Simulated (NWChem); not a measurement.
**IPb (+1)**

```xyz
2

Pb     0.0000     0.0000    -1.0694
I      0.0000     0.0000     1.6545
```
Charge +1, spin multiplicity 1.

Program: NWChem. All single points use one geometry, from PBE/def2-SVP with def2 effective core potentials on I, Pb, a minimum by its harmonic frequencies.

Symmetry labels belong to the abelian group C2v used in the runs, with the axes of the coordinates shown; states degenerate in a higher group split over its labels.

Effective core potentials replace the inner electrons of I, Pb; spin-orbit coupling is left out. B3LYP has NWChem's definition, with VWN1-RPA local correlation. The spin multiplicity of the parent species was assumed, not shown to be that of its ground state. The structure started from a generated list of species.

Task: List the lowest 6 singlet excitations that TD-B3LYP/def2-SVPD with def2 effective core potentials on I, Pb, VWN1-RPA local correlation gives, with oscillator strengths.

Result: 
| state | symmetry | energy (eV) | wavelength (nm) | f |
|---|---|---|---|---|
| 1 | a2 | 2.84 | 437 | 0.000 |
| 2 | a2 | 3.02 | 411 | 0.000 |
| 3 | a1 | 3.02 | 411 | 0.000 |
| 4 | b1 | 3.67 | 338 | 0.005 |
| 5 | b2 | 3.67 | 338 | 0.005 |
| 6 | a1 | 3.96 | 313 | 0.076 |
